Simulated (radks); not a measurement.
Spherical quantum dot in the effective-mass picture: electrons in a well V = -V0 / (1 + exp((r - R)/a)) with V0 = 16.5, R = 3.03, a = 0.2, all in effective atomic units (hartree* = m*/eps^2 hartree, bohr* = eps/m* bohr), one dielectric constant everywhere. Method: non-relativistic Kohn-Sham, exchange-only LDA, spin-polarised, spherical densities; computed with a radial shooting solver with Libxc functionals. Levels are named by radial order and angular momentum (1s, 1p, 1d, 2s, ...), and open shells are averaged over m.

N = 16, configuration 1s2 1p6 1d(up 5, down 3). This is the lowest configuration that the search found. Occupied and some empty levels:

level    occupation  eigenvalue (hartree*)  <r> (bohr*)
1s up             1                -8.6940        1.829
1s down           1                -8.6501        1.822
1p up             3                -8.3208        1.972
1p down           3                -8.2736        1.971
1d up             5                -7.7408        2.082
1d down           3                -7.6923        2.082
1f up             0                -6.9884        2.171
1f down           0                -6.9396        2.171
2s up             0                -6.9236        1.442
2s down           0                -6.8988        1.442
2p up             0                -5.9530        1.674
2p down           0                -5.9218        1.673

Energy (hartree*): total -184.684, kinetic 19.418, external -255.30, Hartree 58.062, exchange-correlation -6.8617.
